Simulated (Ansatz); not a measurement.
Correlation energies of C2H4ClFSi, SMILES `F[Si@H]1C[C@@H]1Cl` by basis set

Z-matrix (Å, degrees):
```
Si
C 1 1.826
C 1 1.831 2 50.5
F 1 1.592 2 120.8 3 105.1
H 1 1.471 2 121.9 3 -106.8
H 2 1.086 1 123.8 3 -104.3
H 2 1.087 1 117.1 3 106.4
Cl 3 1.760 1 123.0 2 -106.9
H 3 1.085 1 120.0 2 104.1
```

The species carries charge 0 and has multiplicity 1. The geometry is a stationary point of PBE0-D4/def2-TZVP. Frozen core, restricted reference, Ansatz. CBS rows extrapolate triple and quadruple zeta; past MP2 they add the triple-zeta difference.

```
     basis     HF (Eh)  MP2 corr.
def2-TZVPP  -926.04812   -0.88903
def2-QZVPP  -926.07844   -0.96361
```

Question: Estimate the CCSD correlation energy and the (T) correction in each basis where they were run (hartree).

Answer: 
```
     basis  CCSD corr.       (T)
def2-TZVPP    -0.92895  -0.03726
 CBS(def2)    -1.05877     as TZ
```
